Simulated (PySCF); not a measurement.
Compound: AsAsAsAs tetrahedron, As4.
Geometry (PBE0-D3(BJ)/def2-SVP, Å), atoms numbered from 1 in this order:
```
atom  x, y, z in Å
As1    1.3922    0.1988    0.4913
As2   -0.9592    0.2516    1.1113
As3   -0.2702    0.9482   -1.1163
As4   -0.1628   -1.3987   -0.4862
```

Level of theory: TDDFT wB97X-D/def2-SVPD, vertical, gas phase, core orbitals frozen in the response in PySCF. The wB97X-D/def2-SVPD calculation is non-relativistic and has no spin–orbit coupling, an omission that weighs most on arsenic.

Frontier orbitals with the atoms that hold most of them (Löwdin shares over 4%, at most four atoms):

| orbital | ε (eV) | atoms |
| --- | --- | --- |
| LUMO+2 | 0.61 | As1 27%, As3 26%, As2 24%, As4 23% |
| LUMO+1 | 0.61 | As2 33%, As3 31%, As4 20%, As1 16% |
| LUMO | 0.60 | As4 32%, As1 32%, As3 18%, As2 18% |
| HOMO | -8.62 | As4 25%, As1 25%, As3 25%, As2 25% |
| HOMO-1 | -8.64 | As4 25%, As2 25%, As1 25%, As3 25% |
| HOMO-2 | -9.58 | As2 27%, As3 26%, As1 24%, As4 23% |
| HOMO-3 | -9.58 | As3 27%, As1 27%, As4 23%, As2 23% |

Within 0.005 eV of a neighbour in this list lie HOMO-3/HOMO-2 and LUMO/LUMO+1/LUMO+2 (point group found: Td); within a degenerate set the shares of single atoms can hang on how the components are chosen.

(1) The HOMO–LUMO gap is 9.23 eV. Where does the response calculation put the lowest singlet, and from which orbitals?

## Answers

(1) S1 is at 4.51 eV (f = 0.0000), 4.72 eV below the gap, made of HOMO→LUMO/LUMO+1/LUMO+2 (≥92%). S1/S2/S3 lie within about 0.01 eV of each other. 

Next come S2 at 4.51 eV (f 0.0000), HOMO-1→LUMO/LUMO+1/LUMO+2 (≥51%), HOMO→LUMO/LUMO+1/LUMO+2 (≥44%); S3 at 4.52 eV (f 0.0000), HOMO-1→LUMO/LUMO+1/LUMO+2 (≥88%), HOMO→LUMO/LUMO+1/LUMO+2 (≥8%); S4 at 4.79 eV (f 0.0000), HOMO→LUMO+3 (87%); S5 at 4.80 eV (f 0.0001), HOMO→LUMO+4 (52%), HOMO-1→LUMO+4 (41%).

Orbitals of the list HOMO-3 to LUMO+2 that lie within 0.01 eV of each other are written together with a slash and their weights summed (≥ marks a lower bound); for degenerate orbitals outside that list single weights are arbitrary.

Löwdin shares depend on the basis, the more so with diffuse functions.
